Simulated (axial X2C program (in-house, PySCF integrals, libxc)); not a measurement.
Spin–orbit effects along a row: molecules with B, PBE0

Computed with an axial X2C code built on PySCF integrals, spin-free (one-electron X2C) or two-component (2c: spin–orbit coupling with atomic mean-field Coulomb and Gaunt terms, which also bring small scalar terms), in Dyall basis sets with cores contracted in-house; open shells are unrestricted.

Basis sets: B dyall-v3z, Be dyall-cv3z, C dyall-v3z, F dyall-av3z, Li dyall-cv3z, N dyall-av3z, O dyall-av3z.

| molecule | spin-free state | Re (Å) | ωe (cm⁻¹) | De (eV) | 2c state | Re 2c (Å) | ωe 2c (cm⁻¹) | De 2c (eV) |
| --- | --- | --- | --- | --- | --- | --- | --- | --- |
| LiB | M_S = 1, Λ = 1 | 2.130 | 546.4 | 1.31 | Ω = 2 | 2.131 | 546.4 | 1.30 |
| BeB | M_S = 1/2, Λ = 1 | 1.956 | 617.8 | 0.97 | Ω = 1/2 | 1.957 | 617.8 | 0.97 |
| BC | M_S = 3/2, Λ = 0 | 1.478 | 1210.8 | 4.71 | Ω = 3/2 | 1.478 | 1210.7 | 4.71 |
| BN | M_S = 1, Λ = 1 | 1.315 | 1595.1 | 4.69 | Ω = 2 | 1.315 | 1595.1 | 4.69 |
| BO | M_S = 1/2, Λ = 0 | 1.200 | 1932.0 | 8.45 | Ω = 1/2 | 1.200 | 1932.0 | 8.45 |
| BF | M_S = 0, Λ = 0 | 1.262 | 1406.4 | 7.76 | Ω = 0 | 1.262 | 1406.7 | 7.76 |

(1) Work out the shifts from the spin-free to the two-component result.

Each entry is the lowest single determinant of a limited PBE0 search at one distance. De goes to single-determinant-based atoms at the same level (for ions the charge split of lowest energy) and is withheld (n/a) where an atom does not fit its ground term or J level. Main or longest-lived isotopes. One determinant is a doubtful description, or other states lie close, for LiB, BeB, BC, BN; these need not be ground states, and all values refer to the states named. Some open-shell Ω = 0 determinants are out of reach, so the Ω given for LiB, BN need not be the lowest component. With several unpaired electrons the Ω given is that of one determinant, not necessarily of the lowest component. Some light 2c atoms are not at their ground J level, so De misses part of their lowering (0.04 eV or less). The functionals have no current term, which raises determinants with orbital currents. Where the atoms have a lower orbital projection than the molecule, De at mean-field level may be about a tenth of an eV too small.

Answers

(1) 

```json
{"molecule": "LiB", "2c state": "Ω = 2", "ΔRe (Å)": "0.001", "Δωe (cm⁻¹)": "0.0", "ΔDe (eV)": "-0.01"}
{"molecule": "BeB", "2c state": "Ω = 1/2", "ΔRe (Å)": "0.001", "Δωe (cm⁻¹)": "0.0", "ΔDe (eV)": "0.00"}
{"molecule": "BC", "2c state": "Ω = 3/2", "ΔRe (Å)": "0.000", "Δωe (cm⁻¹)": "-0.1", "ΔDe (eV)": "0.00"}
{"molecule": "BN", "2c state": "Ω = 2", "ΔRe (Å)": "0.000", "Δωe (cm⁻¹)": "0.0", "ΔDe (eV)": "0.00"}
{"molecule": "BO", "2c state": "Ω = 1/2", "ΔRe (Å)": "0.000", "Δωe (cm⁻¹)": "0.0", "ΔDe (eV)": "0.00"}
{"molecule": "BF", "2c state": "Ω = 0", "ΔRe (Å)": "0.000", "Δωe (cm⁻¹)": "0.3", "ΔDe (eV)": "0.00"}
```

Shifts of one unit in the last digit are rounding.
